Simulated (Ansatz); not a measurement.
CH$_{7}$BO$_{3}$Si (`BO[Si](C)(O)O`), relaxed with RKS PBE0-D4/def2-TZVP in Ansatz from a PBE-D4/def2-SVP geometry. The force threshold is 0.005 eV/Å; the program also tests the step.

Charge 0, multiplicity 1.

Start:

```xyz
13

B     0.655   -1.869    1.161
O     0.855   -1.161    0.025
Si    0.224    0.300   -0.557
C    -1.257    0.896    0.395
O     1.560    1.303   -0.459
O    -0.277    0.047   -2.129
H    -0.124   -1.470    2.021
H     1.269   -2.915    1.296
H    -1.660    1.829   -0.049
H    -0.993    1.099    1.452
H    -2.065    0.138    0.378
H     1.429    2.189   -0.838
H     0.385   -0.386   -2.697
```

Question: How much energy does the relaxation release, and in how many steps? (Estimate.)

Answer: The calculation gave: 10.69 kJ/mol, in 32 steps, 4 of them rejected.

Question: Which bonds change most? (Estimate.)

Answer: Computed: O2–Si3 from 1.695 to 1.651 Å; Si3–O6 from 1.669 to 1.634 Å; Si3–O5 from 1.673 to 1.639 Å; B1–H7 from 1.227 to 1.205 Å.

Question: Give the relaxed structure. (Estimate.)

Answer: Computed: 
```xyz
13

B     0.720   -1.814    1.179
O     0.686   -1.222   -0.028
Si    0.178    0.255   -0.561
C    -1.304    0.874    0.346
O     1.505    1.195   -0.361
O    -0.252    0.112   -2.130
H     0.259   -1.260    2.144
H     1.210   -2.906    1.262
H    -1.611    1.850   -0.038
H    -1.091    0.979    1.412
H    -2.146    0.189    0.227
H     1.483    2.078   -0.731
H     0.362   -0.330   -2.720
```
